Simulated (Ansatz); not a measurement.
Consider the ligand exchange at the Al–C bond: `F[CH2][AlH][GeH3]` + HCl → `[Cl][AlH][GeH3]` + `CF`.

Program: Ansatz. Geometries: PBE0-D4/def2-TZVP. ΔE: electronic, gas phase. CBS: MP2 limit from def2 TZ/QZ plus the TZ coupled-cluster correction, frozen cores. This one scheme is used for every species. DFT in def2-TZVPP. B3LYP here is the variant with VWN-RPA as its local correlation; programs differ in this. For Ge outer-core shells are correlated without core-valence functions, which leaves a few kJ/mol of doubt a bond. Scalar relativity is left out up to krypton. Each species was taken in one conformer, which may not be the lowest.

(1) Is it downhill or uphill in electronic energy at CCSD(T)/CBS, and by how much? (Estimate.)

(2) What do these levels give: r2SCAN-D4, B3LYP-D4, ωB97X-V, HF/def2-TZVPP, SCS-MP2/def2-TZVPP, CCSD/CBS(def2)? (Estimate.)

Largest T1 diagnostic among the species: 0.012.

Answers

(1) Ansatz gave: Downhill: ΔE = -2.00 eV.

(2) The calculation gave: r2SCAN-D4 -2.01, B3LYP-D4 -1.97, ωB97X-V -1.98, HF/def2-TZVPP -2.19, SCS-MP2/def2-TZVPP -2.05, CCSD/CBS(def2) -2.02 eV.

From PBE to PBE0 (25 % exact exchange), in def2-TZVPP and without D4, ΔE moves by −0.08 eV. In def2-TZVPP, CCSD(T) changes the Hartree–Fock value by +0.21 eV (the triples alone add +0.02 eV) and MP2 by +0.14 eV.
